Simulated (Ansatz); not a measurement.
C3H10Si, SMILES `CC[SiH2]C` (C–C–Si–C torsion 180°) (charge 0, multiplicity 1).

The numbers are results of Ansatz (an electronic-structure program) with r2SCAN0/cc-pVTZ // B3LYP-D3(BJ)/def2-TZVP, not measurements.

Ansatz 0.2 input:
```yaml
crystal:
  periodic: [false, false, false]
  atoms:
    - { symbol: C, position_ang: [2.090189, -0.149471, -0.398256] }
    - { symbol: C, position_ang: [0.761795, -0.61635, 0.209021] }
    - { symbol: Si, position_ang: [-0.616218, 0.661028, 0.108562] }
    - { symbol: C, position_ang: [-2.208009, 0.020373, 0.86992] }
    - { symbol: H, position_ang: [2.464053, 0.744363, 0.105786] }
    - { symbol: H, position_ang: [2.861826, -0.918353, -0.319779] }
    - { symbol: H, position_ang: [1.977564, 0.096692, -1.456317] }
    - { symbol: H, position_ang: [0.902861, -0.88536, 1.261011] }
    - { symbol: H, position_ang: [0.419653, -1.528659, -0.290554] }
    - { symbol: H, position_ang: [-0.849199, 1.018081, -1.316418] }
    - { symbol: H, position_ang: [-0.186769, 1.899981, 0.810632] }
    - { symbol: H, position_ang: [-3.002526, 0.766324, 0.808076] }
    - { symbol: H, position_ang: [-2.063447, -0.229271, 1.923207] }
    - { symbol: H, position_ang: [-2.551766, -0.879377, 0.35522] }
basis:
  gaussian: { orbitals: cc-pVTZ }
hamiltonian:
  xc: r2scan0
```

Output:

```
Functional definition: r2SCAN0
1403 factors; their error is unknown
mean field evaluation 1: about -11141.4217 eV, gradient 6.4e1 eV
mean field evaluation 2: about -11140.1052 eV, gradient 6.5e1 eV
mean field evaluation 4: about -11150.6450 eV, gradient 2.1e0 eV
mean field evaluation 8: about -11150.6802 eV, gradient 3.8e-2 eV
mean field evaluation 16: about -11150.6802 eV, gradient 4.8e-5 eV
mean field -11150.68023114 eV, -409.7799402920 hartree, gradient 4.8e-5 eV, S^2 0.000000; 0 other end points of the search recorded, 0 dependent functions left out
reference -11150.68024180 eV, -409.7799406837 hartree; 21, 21 occupied and 243, 243 virtual orbitals, 1403 factors
Total energy: -11150.68024180 eV, -409.7799406837 hartree
```
